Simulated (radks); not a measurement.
Question: The carbon anion C4-, [Ne], held by a Watson sphere: a shell of charge +4 at radius R that stands for the Madelung well of a crystal (potential energy -4/R inside, -4/r outside, in hartree with lengths in bohr). Method: scalar-relativistic Kohn-Sham, PBEsol, spin-polarised, spherical densities, point nucleus; computed with a radial shooting solver on a logarithmic mesh with Libxc functionals. Response by self-consistent Sternheimer equations with the Hartree and adiabatic LDA kernel, the relativistic mass of each level held fixed and spin-orbit coupling left out. The sphere does not respond.

R (bohr)  e(1s) (eV)  e(2s) (eV)  e(2p) (eV)  <r> 2p (bohr)  sum of <r^2> (bohr^2)  X-ray form factor at sin(theta)/lambda = 0.1 1/angstrom  alpha (bohr^3)
1.8          -263.83     -17.000      -8.282          1.861                  32.29                                                    7.990           19.33
1.81         -263.86     -16.946      -8.247          1.867                  32.48                                                    7.980           19.57
2            -264.48     -15.961      -7.616          1.977                  36.18                                                    7.794           24.52
2.35         -265.54     -14.385      -6.605          2.179                  43.41                                                    7.455           36.50
3.06         -266.96     -12.123      -5.062          2.589                  59.92                                                    6.810           77.46
3.43         -267.37     -11.361      -4.482          2.809                  69.69                                                    6.503           111.4
3.5          -267.43     -11.243      -4.387          2.851                  71.64                                                    6.448           119.0
3.97         -267.72     -10.629      -3.845          3.138                  85.63                                                    6.101           181.3

Estimate the row for R = 2.8 bohr.

Answer: e(1s) (eV) -266.56; e(2s) (eV) -12.817; e(2p) (eV) -5.556; <r> 2p (bohr) 2.437; sum of <r^2> (bohr^2) 53.56; X-ray form factor at sin(theta)/lambda = 0.1 1/angstrom 7.038; alpha (bohr^3) 59.27.
